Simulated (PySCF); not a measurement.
B(F)(Br)(vinyl) (C2H3BBrF), SMILES C=CB(F)Br.

Geometry optimised at PBE0-D3(BJ)/def2-SVP. The structure was generated by enumeration, and PubChem lists no compound with its InChIKey, so it may never have been made. One conformer was computed; it need not be the lowest.

All values below come from PBE/def2-TZVP in PySCF.

The molecule is in vacuum.

```
Quantity                                                                                                       Result
---------------------------------------------------------------------------------------------  ----------------------
total energy                                                                                      -2776.39873 hartree
point group                                                                                                        Cs
highest occupied level                                                                                       -7.24 eV
lowest empty level                                                                                           -2.89 eV
orbital gap                                                                                                   4.35 eV
dipole moment                                                                                                  1.98 D
quadrupole, principal values (traceless, Buckingham form, about the centre of nuclear charge)  -2.58, -2.16, 4.74 D·Å
mean static polarisability                                                                       58.3 bohr³ (8.63 Å³)
polarisability, principal values                                                               39.2, 63.0, 72.7 bohr³
```
